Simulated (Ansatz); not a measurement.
Reaction (ligand exchange at a Ge–I bond): `[F][Ge]([F])([F])[I]` + H–F → `[F][Ge]([F])([F])[F]` + HI

Gas-phase electronic energies from Ansatz, PBE0-D4/def2-TZVP geometries. CCSD(T)/CBS adds triple-zeta CCSD(T) − MP2 to the extrapolated MP2 energy (def2 sets, frozen cores). This one scheme is used for every species. DFT in def2-TZVPP. Elements past krypton have def2 core potentials. For Ge, I outer-core shells are correlated without core-valence functions, which leaves a few kJ/mol of doubt a bond. Scalar relativity is left out up to krypton.

| species | CAM-B3LYP-D4 energy (Eh) |
| --- | --- |
| `[F][Ge]([F])([F])[I]` | -2674.60393 |
| H–F | -100.46752 |
| `[F][Ge]([F])([F])[F]` | -2476.75446 |
| HI | -298.31094 |

Question: Work out ΔE.

Answer: ΔE = (-2476.75446) + (-298.31094) − (-2674.60393) − (-100.46752) = 0.00605 Eh = +3.8 kcal/mol. CCSD(T)/CBS gives +6.5 kcal/mol.

Largest T1 diagnostic among the species: 0.012.

At CCSD(T), def2-SVP lies −6.5 kcal/mol from the extrapolated value and def2-TZVPP −3.5 kcal/mol. Leaving LDA and LC-ωPBE aside and taking each functional with its dispersion term where it has one, the values, not all of them listed here, spread over 5.3 kcal/mol, from B97M-V to revPBE-D4.
